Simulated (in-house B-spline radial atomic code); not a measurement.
**Ionising Ag+ with different functionals**

Computed with a B-spline radial code for spherical atoms: scalar-relativistic (spin-free X2C) Hamiltonian, Fermi nucleus of rms radius 4.5454 fm, spin-polarised at highest spin, spherical fractional occupations for the functionals, the average over the highest-spin determinants for Hartree-Fock. The ionisation energy is the difference of two self-consistent energies, [Kr] 4d10 → [Kr] 4d9, without Breit or QED terms; ε is the level of the shell that loses the electron (its least bound occupied spin orbital). There is no spin-orbit coupling in this Hamiltonian.

Hybrids are left out here: with spherical fractional occupations of an open shell their exact exchange keeps a self-interaction that integer-occupation calculations don't have.

```
           method          rung  ΔSCF (eV)  -ε(4d) (eV)
     Hartree-Fock  Hartree-Fock      19.87        22.03
         LDA VWN5           LDA      22.22        15.92
         LDA PW92           LDA      22.22        15.92
LDA exchange-only           LDA      20.69        14.50
              PBE           GGA      21.93        15.64
           PBEsol           GGA      21.93        15.64
             BLYP           GGA          ?            ?
             RPBE           GGA      21.84        15.54
             PW91           GGA      22.01        15.71
             BP86           GGA      22.04        15.75
             AM05           GGA          ?            ?
             OLYP           GGA      21.91        15.58
             TPSS      meta-GGA      21.82        15.53
             SCAN      meta-GGA      22.06        15.79
           r2SCAN      meta-GGA      22.06        15.79
            M06-L      meta-GGA      21.77        15.48
          revTPSS      meta-GGA      21.76        15.48
```

(1) What does AM05 give?

(2) What does BLYP give?

(3) How do they compare with the NIST value?

## Answers

(1) ΔSCF 21.92 eV, and -ε(4d) = 15.62 eV.

(2) ΔSCF 21.86 eV, and -ε(4d) = 15.58 eV.

(3) NIST lists 21.484 eV (measured, ground level to ground level). Errors run from -1.61 to +0.74 eV; revTPSS is closest (+0.28 eV), but part of that can be cancellation, since the calculations leave out spin-orbit coupling, Breit-QED terms, multiplet and fine-structure energies. Hartree-Fock also lacks correlation.
